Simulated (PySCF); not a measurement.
C5H9Cl, singlet, at a GFN2-xTB geometry; DF-B3LYP/def2-SVPD run with PySCF.

PySCF was given this input:
```python
from pyscf import gto, scf, dft

mol = gto.M(
    atom='''
C    -2.638361    0.282581    0.401603
C    -1.356476   -0.531282    0.385605
C    -0.180714    0.125686    1.137775
C     0.463499    0.470072   -0.208151
Cl    2.167905   -0.003026   -0.390666
C    -0.553559   -0.420980   -0.927004
H    -3.369431   -0.149177   -0.278590
H    -2.444477    1.307834    0.095149
H    -3.065987    0.295734    1.401855
H    -1.568715   -1.555584    0.695121
H     0.409043   -0.581883    1.715300
H    -0.432757    0.977672    1.765649
H     0.408272    1.524398   -0.477319
H    -1.070208    0.043040   -1.764494
H    -0.126471   -1.367056   -1.250328
''',
    basis='def2-svpd',
    charge=0,
    spin=0,
    verbose=4,
    max_memory=1800,
)

mf = dft.RKS(mol)
mf.xc = 'b3lyp'
mf = mf.density_fit(auxbasis='def2-universal-jkfit')
mf.kernel()
```

Task: Write the output that PySCF gives for this input, abridged.

Result: 
```
PySCF version 2.14.0

[INPUT] verbose = 4
[INPUT] num. atoms = 15
[INPUT] num. electrons = 56
[INPUT] charge = 0
[INPUT] spin (= nelec alpha-beta = 2S) = 0
[INPUT] symmetry False subgroup None
[INPUT] Mole.unit = angstrom
[INPUT] Symbol           X                Y                Z      unit          X                Y                Z       unit  Magmom
[INPUT]  1 C     -2.638361000000   0.282581000000   0.401603000000 AA   -4.985779707734   0.534000698006   0.758919680804 Bohr   0.0
[INPUT]  2 C     -1.356476000000  -0.531282000000   0.385605000000 AA   -2.563368134546  -1.003977474911   0.728687842263 Bohr   0.0
[INPUT]  3 C     -0.180714000000   0.125686000000   1.137775000000 AA   -0.341499966875   0.237512117692   2.150083141377 Bohr   0.0
[INPUT]  4 C      0.463499000000   0.470072000000  -0.208151000000 AA    0.875886169010   0.888307338827  -0.393348382554 Bohr   0.0
[INPUT]  5 Cl     2.167905000000  -0.003026000000  -0.390666000000 AA    4.096746714075  -0.005718311253  -0.738251746179 Bohr   0.0
[INPUT]  6 C     -0.553559000000  -0.420980000000  -0.927004000000 AA   -1.046074903788  -0.795536903919  -1.751783676376 Bohr   0.0
[INPUT]  7 H     -3.369431000000  -0.149177000000  -0.278590000000 AA   -6.367301785619  -0.281903674084  -0.526458801043 Bohr   0.0
[INPUT]  8 H     -2.444477000000   1.307834000000   0.095149000000 AA   -4.619392047798   2.471448076394   0.179805551026 Bohr   0.0
[INPUT]  9 H     -3.065987000000   0.295734000000   1.401855000000 AA   -5.793875731477   0.558856265722   2.649122016352 Bohr   0.0
[INPUT] 10 H     -1.568715000000  -1.555584000000   0.695121000000 AA   -2.964441717497  -2.939627723755   1.313588313434 Bohr   0.0
[INPUT] 11 H      0.409043000000  -0.581883000000   1.715300000000 AA    0.772979243170  -1.099599506540   3.241447221466 Bohr   0.0
[INPUT] 12 H     -0.432757000000   0.977672000000   1.765649000000 AA   -0.817792208488   1.847532319656   3.336593042112 Bohr   0.0
[INPUT] 13 H      0.408272000000   1.524398000000  -0.477319000000 AA    0.771522264328   2.880694724835  -0.902002184051 Bohr   0.0
[INPUT] 14 H     -1.070208000000   0.043040000000  -1.764494000000 AA   -2.022400016319   0.081333812401  -3.334410408438 Bohr   0.0
[INPUT] 15 H     -0.126471000000  -1.367056000000  -1.250328000000 AA   -0.238995552700  -2.583361436943  -2.362777485875 Bohr   0.0

nuclear repulsion = 294.612597713343
number of shells = 87
number of NR pGTOs = 285
number of NR cGTOs = 199
basis = def2-svpd
ecp = {}

******** <class 'pyscf.df.df_jk.DFRKS'> ********
method = DFRKS
initial guess = minao
damping factor = 0
level_shift factor = 0
DIIS = <class 'pyscf.scf.diis.CDIIS'>
diis_start_cycle = 1
diis_space = 8
diis_damp = 0
SCF conv_tol = 1e-09
SCF conv_tol_grad = None
SCF max_cycles = 50
direct_scf = False
XC library pyscf.dft.libxc version 7.1.2
    S. Lehtola, C. Steigemann, M. J. T. Oliveira, and M. A. L. Marques,  SoftwareX 7, 1–5 (2018)
XC functionals = b3lyp
    P. J. Stephens, F. J. Devlin, C. F. Chabalowski, and M. J. Frisch,  J. Phys. Chem. 98, 11623 (1994)
radial grids:
    Treutler-Ahlrichs [JCP 102, 346 (1995); DOI:10.1063/1.469408] (M4) radial grids

becke partition: Becke, JCP 88, 2547 (1988); DOI:10.1063/1.454033
pruning grids: <function nwchem_prune>
grids dens level: 3
symmetrized grids: False
atomic radii adjust function: <function treutler_atomic_radii_adjust>
small_rho_cutoff = 0
Set gradient conv threshold to 3.16228e-05
Initial guess from minao.
tot grids = 177744
******** <class 'pyscf.df.df.DF'> ********
auxbasis = def2-universal-jkfit
init E= -656.380699928478
  HOMO = -0.328707303967179  LUMO = -0.0439796375392771  gap/eV = 7.74783
cycle= 1 E= -655.833631112054  delta_E= 0.547  |g|= 0.39  |ddm|= 6.86
  HOMO = -0.246426546724504  LUMO = 0.021781504296146  gap/eV = 7.29831
cycle= 2 E= -655.822420398012  delta_E= 0.0112  |g|= 0.455  |ddm|= 1.52
  HOMO = -0.282700533329466  LUMO = 0.00925931681265491  gap/eV = 7.94463
cycle= 3 E= -655.876574076781  delta_E= -0.0542  |g|= 0.0422  |ddm|= 0.766
  HOMO = -0.289389551042269  LUMO = 0.00787479429761095  gap/eV = 8.08897
cycle= 4 E= -655.876937449418  delta_E= -0.000363  |g|= 0.0202  |ddm|= 0.165
  HOMO = -0.287811132040559  LUMO = 0.00836770988181135  gap/eV = 8.05944
cycle= 5 E= -655.877037007859  delta_E= -9.96e-05  |g|= 0.00415  |ddm|= 0.0531
  HOMO = -0.287601387703203  LUMO = 0.00852763739210127  gap/eV = 8.05808
cycle= 6 E= -655.877040834634  delta_E= -3.83e-06  |g|= 0.00129  |ddm|= 0.0112
  HOMO = -0.287740056140342  LUMO = 0.00845562570732561  gap/eV = 8.05990
cycle= 7 E= -655.877041225472  delta_E= -3.91e-07  |g|= 0.000319  |ddm|= 0.00526
  HOMO = -0.287722738331508  LUMO = 0.00847014418335146  gap/eV = 8.05982
cycle= 8 E= -655.877041249479  delta_E= -2.4e-08  |g|= 9.65e-05  |ddm|= 0.00115
  HOMO = -0.28771461180861  LUMO = 0.00847037639380055  gap/eV = 8.05960
cycle= 9 E= -655.877041251927  delta_E= -2.45e-09  |g|= 1.83e-05  |ddm|= 0.000219
  HOMO = -0.287715461416902  LUMO = 0.0084703225447722  gap/eV = 8.05963
cycle= 10 E= -655.877041252014  delta_E= -8.71e-11  |g|= 3.15e-06  |ddm|= 5.77e-05
  HOMO = -0.287715847775847  LUMO = 0.00847038293429758  gap/eV = 8.05964
Extra cycle  E= -655.877041252014  delta_E= 7.96e-13  |g|= 3.33e-06  |ddm|= 1.89e-05
converged SCF energy = -655.877041252014
```
